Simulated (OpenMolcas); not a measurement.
**Cr3+: effect of the metal basis and ligand basis**

Cr3+ with 6 ligands (fluoride) in octahedral coordination (Oh) at 1.93 Å. A charge of +0.5 e stands 2.4 Å behind each ligand.

```json
{"Program": "OpenMolcas", "Method": "SS-CASPT2, IPEA 0.25 Eh, imaginary shift 0.1 Eh (closed shells correlated: 3s 3p and the ligand valence shells)", "Spin-orbit coupling": "state interaction with AMFI integrals over the reference wave functions"}
```

Fixed: active space 3 electrons in 5 orbitals (3d), DKH2 Hamiltonian.

States (labels of O, the rotations of Oh). Energies in cm-1 above the lowest state or level, χT in cm3 K/mol.

```tsv
Run	Metal basis	Ligand basis	Ground state	First state of that spin	First gap with spin-orbit (degeneracies)	χT at 300 K	First state of another spin	Cost
A	ANO-RCC-VDZP	ANO-RCC-VDZP	4A2	4T2 15050	14930 (4, 4)	1.831	2E 15600	roughly 80 core-seconds
B	ANO-RCC-VTZP	ANO-RCC-VTZP	4A2	4T2 14490	14350 (4, 4)	1.831	2E 14950	roughly 13 core-minutes
```

Against A, the first state of the same spin changes by -3.7 % in B.

Costs are those of the CASPT2 steps.

Roots that are degenerate in the reference are averaged as groups; the widest CASPT2 spread within a group is 600 cm-1 (the 3-fold group of multiplicity 2 near 29800 cm-1 above the lowest state of its run, B). Shifts and gaps below about the spread of the groups concerned are not significant. Over all roots computed the reference weight is 0.71 to 0.72 in A, 0.70 to 0.71 in B; a low but even weight reflects the number of correlated electrons. Ligand-to-metal charge-transfer states are missing. With no ligand orbital active B as a rule stays too high, so bands that hang on it stand too high and its fall with covalency is understated. With one d shell and no ligand orbital active, 10Dq can be off by a tenth or more. No measured value stands beside these numbers; the geometry is a model, was not optimised and need not be the one that this ion takes.
